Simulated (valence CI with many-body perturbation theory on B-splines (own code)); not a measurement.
**Level structure of Tm LVII**

Computed by configuration interaction combined with many-body perturbation theory (CI+MBPT): three valence electrons over a frozen Dirac-Fock core [Ne], a basis of 9 s, 9 p, 8 d, 6 f, 3 g, 1 h functions for each j, with the one-electron correlation potential Σ1, the two-electron term Σ2, the three-electron term Σ3, Breit, model QED; selected CI, second order for the rest, scaled by the run's own slope (own B-spline code, finite nucleus).

The last digits are not significant, and no measured levels were compared; by estimate large intervals hold to a few tenths of a per cent, small ones and those within an open d or f shell to about a per cent.

Levels 1 to 35 of 35, with energies above the lowest level, (3s^2 3p1/2) J=1/2. "Leading %" is the weight of the configuration and term that name the level; weights of strongly mixed levels are sums over their largest components and can fall short, so below about 35 % the name and the second component can differ from the true leading terms, or belong to a minority configuration. In the jj column 3d3/2^4 stands for four electrons in 3d with j = 3/2. Lifetimes count E1, E2, E3, M1 and M2 decay at the calculated energies, and are blank where another channel may lead or the interval is too uncertain; long ones can be off by a factor of two.

```
No.  Configuration  Term    J  E (Ry)  Leading %              Leading jj  Lifetime
  1         3s2 3p   2P°  1/2   0.000        100      3s^2 3p1/2 (100 %)          
  2         3s 3p2    4P  1/2  10.992         55       3s 3p1/2^2 (99 %)   33.2 ps
  3         3s2 3p   2P°  3/2  19.166         99       3s^2 3p3/2 (99 %)   6.46 ns
  4         3s 3p2    4P  3/2  28.165         90   3s 3p1/2 3p3/2 (99 %)    133 ps
  5         3s 3p2    2D  5/2  29.368         60   3s 3p1/2 3p3/2 (97 %)   89.6 ps
  6         3s 3p2    2D  3/2  30.832         52   3s 3p1/2 3p3/2 (82 %)   2.09 ps
  7         3s 3p2    2P  1/2  31.499         70   3s 3p1/2 3p3/2 (98 %)    624 fs
  8         3s2 3d    2D  3/2  34.849         82       3s^2 3d3/2 (82 %)    480 fs
  9         3s2 3d    2D  5/2  38.634         96       3s^2 3d5/2 (96 %)   4.91 ps
 10            3p3   2P°  3/2  41.689         31    3p1/2^2 3p3/2 (66 %)   3.45 ps
 11       3s 3p 3d   4F°  3/2  42.677         65   3s 3p1/2 3d3/2 (78 %)   5.26 ps
 12       3s 3p 3d   4F°  5/2  43.540         45   3s 3p1/2 3d3/2 (97 %)   44.6 ps
 13       3s 3p 3d   4D°  1/2  45.305         59   3s 3p1/2 3d3/2 (98 %)    715 fs
 14       3s 3p 3d   4D°  3/2  45.675         35   3s 3p1/2 3d3/2 (86 %)    539 fs
 15       3s 3p 3d   4P°  5/2  47.925         38   3s 3p1/2 3d5/2 (99 %)   4.80 ps
 16         3s 3p2    4P  5/2  48.211         58       3s 3p3/2^2 (98 %)   2.36 ps
 17       3s 3p 3d   4F°  7/2  48.823         45   3s 3p1/2 3d5/2 (98 %)   6.67 ps
 18       3s 3p 3d   2F°  5/2  49.536         51   3s 3p1/2 3d5/2 (97 %)   5.32 ps
 19       3s 3p 3d   2D°  3/2  49.893         38   3s 3p1/2 3d5/2 (87 %)   1.99 ps
 20         3s 3p2    2S  1/2  50.685         68       3s 3p3/2^2 (98 %)    877 fs
 21         3s 3p2    2P  3/2  51.143         62       3s 3p3/2^2 (98 %)    433 fs
 22         3p2 3d    2D  3/2  55.946         40    3p1/2^2 3d3/2 (99 %)   7.37 ps
 23            3p3   2D°  5/2  60.416         71    3p1/2 3p3/2^2 (71 %)   1.23 ps
 24            3p3   4S°  3/2  60.720         48    3p1/2 3p3/2^2 (92 %)    537 fs
 25         3p2 3d    2D  5/2  61.243         32    3p1/2^2 3d5/2 (98 %)   4.03 ps
 26            3p3   2P°  1/2  61.827         82    3p1/2 3p3/2^2 (82 %)    720 fs
 27       3s 3p 3d   4D°  3/2  62.759         43   3s 3p3/2 3d3/2 (98 %)    790 fs
 28       3s 3p 3d   4P°  1/2  62.870         82   3s 3p3/2 3d3/2 (96 %)    987 fs
 29       3s 3p 3d   4D°  5/2  62.966         43   3s 3p3/2 3d3/2 (81 %)    598 fs
 30       3s 3p 3d   4F°  7/2  63.203         41   3s 3p3/2 3d3/2 (91 %)   1.03 ps
 31       3s 3p 3d   2D°  3/2  65.009         63   3s 3p3/2 3d3/2 (84 %)    429 fs
 32       3s 3p 3d   4F°  9/2  65.737        100  3s 3p3/2 3d5/2 (100 %)   12.9 ns
 33       3s 3p 3d   2F°  5/2  65.992         67   3s 3p3/2 3d3/2 (91 %)    361 fs
 34       3s 3p 3d   2P°  1/2  66.319         66   3s 3p3/2 3d3/2 (86 %)    323 fs
 35       3s 3p 3d   2D°  5/2  67.293         47   3s 3p3/2 3d5/2 (96 %)   1.86 ps
```

The ionisation energy to 3s2 1S_0 of the next ion comes out as 5656.6 eV (NIST: 5656 ± 5 eV (theoretical)). All 35 levels together are meant to be complete up to 67.609 Ry.
